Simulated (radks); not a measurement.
Results of a calculation; reference values are marked as such.
Q: The table gives one normalised radial function P(r) = r R(r) (large component) of Dy in [Kr] 4d10 4f10 5s1 5p6 6s2 5f1 (r in bohr). Level of theory: Dirac Kohn-Sham, BP86, spin-unpolarised, spherical densities, point nucleus; open shells are shared between the two j in proportion to 2j + 1 (a radial shooting solver on a logarithmic mesh with Libxc functionals).

r           P
0.0009044  0.0000
0.001286   0.0000
0.001829   0.0000
0.0026     0.0000
0.003697   0.0000
0.005257   0.0000
0.007475   0.0000
0.01063    0.0001
0.01523    0.0002
0.02166    0.0007
0.0308     0.0023
0.0438     0.0075
0.06227    0.0230
0.08855    0.0648
0.1259     0.1627
0.179      0.3534
0.2546     0.6421
0.362      0.9454
0.5147     1.1001
0.7318     1.0076
1.041      0.7468
1.48       0.4556
2.104      0.2248
2.992      0.0866
4.288      0.0231
6.097      0.0037
8.669      0.0003
12.33      0.0000
17.53      0.0000
24.92      0.0000
35.44      0.0000
50.39      0.0000

Which n and l does it have? It may be an empty orbital.

A: n = 4, l = 3: the number of nodes gives n - l - 1 = 0, the rise at small r points to l (for j = l - 1/2 the large component starts as r^gamma with gamma = sqrt(l^2 - (Z/c)^2) = 2.96 and the r^(l+1) term takes over further out; the orbital of l - 1 with the same j starts with the same power, but with a larger coefficient, and does not steepen), and the extent must fit the shell. The curve is that of 4f5/2; the two j differ most near the nucleus, where j = l - 1/2 has the larger amplitude, and in heavy atoms j = l - 1/2 is also the more compact. 4f5/2: eigenvalue -14.342 eV, 0 radial nodes, <r> = 0.835 bohr, 90 % of the charge inside 1.45 bohr.
